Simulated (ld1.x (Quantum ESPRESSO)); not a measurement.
# tin (Sn): excitation energies, all-electron against PAW

ld1.x (Quantum ESPRESSO) 7.5 input, shortened:

```
&input
   title='Sn', zed=50., rel=2, dft='PZ', iswitch=3,
   config='[Kr] 4d10 5s2 5p1.5', rel_dist='average'
 /
 &inputp
   pseudotype=3, lpaw=.true., tm=.true., lloc=-1, rcloc=2.15,
   nlcc=.true., new_core_ps=.true.,
   which_augfun='BESSEL', rmatch_augfun=1.15
 /
6
5S  1  0   2.00   0.00  1.40  1.90  0.0
5S  1  0   0.00   2.90  1.40  1.90  0.0
5P  2  1   1.50   0.00  2.10  2.60  0.0
5P  2  1   0.00   0.20  2.10  2.60  0.0
4D  3  2  10.00   0.00  1.45  1.75  0.0
4D  3  2   0.00  -1.05  1.45  1.75  0.0
 &test
   configts(1)='4d10 5s2 5p1.5'
 /
```

Open shells are filled in proportion to 2j + 1 (rel_dist='average').

Energies are relative to the spin-unpolarised reference configuration 4d10 5s2 5p1.5; without spin polarisation the order of configurations can differ from experiment.

| valence configuration | charge | ΔE all-electron (eV) | error AE − PS (meV) |
| --- | --- | --- | --- |
| 4d10 5s2 5p2 | 0 | -2.723 | +0.1 |
| 4d10 5s2 5p1 | +1 | 4.389 | +0.2 |
| 4d10 5s2 5p0 | +2 | 18.672 | +2.8 |
| 4d10 5s1 5p3 | 0 | 4.332 | +1.2 |
| 4d10 5s0 5p0 | +4 | 91.678 | -24 |
| 4d10 5s1 5p2 | +1 | 12.103 | -0.1 |

Task: What are ΔE and the potential's error for 4d10 5s1 5p0?

Result: ΔE = 50.121 eV all-electron; the error (AE − PS) is -2.3 meV.

Levels in the configuration 4d10 5s2 5p0:

```csv
level,all-electron (eV),pseudo (eV)
4d j=3/2,-44.007,-44.037
4d j=5/2,-42.949,-42.979
5s j=1/2,-26.529,-26.529
```

The ghost test of this file was not conclusive.
